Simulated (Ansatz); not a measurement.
Total energies of Al4P4H14, a cluster cut from wurtzite AlP (hydrogen-capped) from Ansatz at PBE0-D4/def2-TZVP, gas phase (1 Eh = 27.2114 eV = 2625.5 kJ/mol). The reference geometry is relaxed at r2SCAN-D4/def2-SVP.

Cartesian coordinates in Å:
```
Al 1.0233 1.5896 -1.9516
P 1.4495 -0.8586 -1.7198
Al 0.6637 1.5974 2.0963
P -0.4112 1.8626 -0.0397
P 1.1071 -0.8549 1.9609
Al 0.4779 -2.1647 0.0474
Al -2.5764 0.8316 -0.2328
P -1.8349 -1.5505 -0.1688
H 2.4583 2.2443 -1.7287
H 0.2242 1.7018 -3.3252
H 2.8427 -1.1334 -1.6792
H 1.1391 -1.5470 -2.9231
H 2.1211 2.2403 2.1217
H -0.3617 1.7281 3.3083
H -0.7187 3.2540 -0.0694
H 2.4810 -1.1380 2.1853
H 0.5702 -1.5349 3.0867
H 0.8200 -3.7133 0.0807
H -3.1932 0.9937 -1.6926
H -3.4415 0.9912 1.0954
H -2.3187 -2.2674 -1.2958
H -2.5216 -2.2719 0.8442
```

| state | geometry | energy (Eh) |
| --- | --- | --- |
| charge 0 singlet | reference | -2342.79734 |
| charge 1 doublet | reference | -2342.46959 |
| charge -1 doublet | reference | -2342.80417 |
| free Al atom (doublet) | – | -242.24894 |
| free P atom (quartet) | – | -341.13505 |
| free H atom (doublet) | – | -0.50104 |

Problem. Work out the vertical ionisation energy to the doublet.

Solution. E(charge 1 doublet) − E(charge 0 singlet) = -2342.46959 − (-2342.79734) = 0.32775 Eh = 8.92 eV. For comparison, −ε of the highest occupied level is 7.45 eV at this level, 1.47 eV less.

Problem. Work out the vertical electron affinity, to the doublet.

Solution. E(charge 0 singlet) − E(charge -1 doublet) = -2342.79734 − (-2342.80417) = 0.00683 Eh = 0.19 eV. The basis lacks diffuse functions, which makes affinities too small.

Problem. Give the fundamental gap IE − EA, the Mulliken electronegativity (IE + EA)/2 and the hardness (IE − EA)/2.

Solution. From the values in Eh: IE − EA = 0.32775 − 0.00683 = 0.32092 Eh = 8.73 eV; (IE + EA)/2 = 4.55 eV; (IE − EA)/2 = 4.37 eV. The HOMO–LUMO gap of the same run is 6.08 eV, 2.65 eV smaller than the fundamental gap.

Problem. What is the binding energy per atom against free atoms?

Solution. Atoms: 4 × (-242.24894) + 4 × (-341.13505) + 14 × (-0.50104) = -2340.55052 Eh. Binding: -2340.55052 − (-2342.79734) = 2.24682 Eh = 61.14 eV, or 2.78 eV for each of 22 atoms (no zero-point energy, no counterpoise term).

At PBE0-D4/def2-TZVP the highest occupied level of the charge -1 doublet lies above zero (up to 1.14 eV). By energy differences its removal costs 0.19 eV (vertical, to the charge 0 singlet, at PBE0-D4/def2-TZVP); self-interaction error and the lack of diffuse functions both raise the level.
